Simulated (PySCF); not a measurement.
## A survey of 29Si NMR shifts

- geometry from GFN2-xTB
- shielding tensors at PBE0/pcSseg-1 (GIAO)
- program: PySCF 2.14.0 with density-fitted response routines
- one averaged value for each set of equivalent atoms, no solvent, non-relativistic, one conformer

Shieldings were converted by a linear fit to measured shifts: 29Si: δ = 279.94 − 0.822σ (rms 8.9 ppm, 72 shifts, 25.8 ppm with the 6 outliers that the fit left out vs TMS, solution or neat liquid). Occasional misses reach two or three times the rms, and more in compound classes unlike the fitted ones.

(1) Give the 29Si shifts of `CS[C@@H](C[SiH2]F)[SiH2]F`.

(2) Order these by 29Si shift, lowest first.
A. O=C(O)C#CC1=CC[SiH2]1
B. CC1=C[Si@@H](Cl)OC1
C. FC(F)(F)CN1CCC[SiH2]1
D. CN[C@H]1CC[Si]1(P)P

Answers

(1) 
| compound | environment | δ (ppm) |
| --- | --- | --- |
| [CH3:1][S:2][C@@H:3]([CH2:4][SiH2:5][F:6])[SiH2:7][F:8] | Si5: silicon bonded to C, F, 2 H | -5.3 |
| [CH3:1][S:2][C@@H:3]([CH2:4][SiH2:5][F:6])[SiH2:7][F:8] | Si7: silicon bonded to C, F, 2 H | -19.0 |

(2) A (-33.7 ppm, silicon bonded to 2 C, 2 H, in a 4-membered ring), C (-25.5 ppm, silicon bonded to C, N, 2 H, in a 5-membered ring), B (1.8 ppm, silicon bonded to C, Cl, O, H, in a 5-membered ring), D (10.8 ppm, silicon bonded to 2 C, 2 P, in a 4-membered ring).
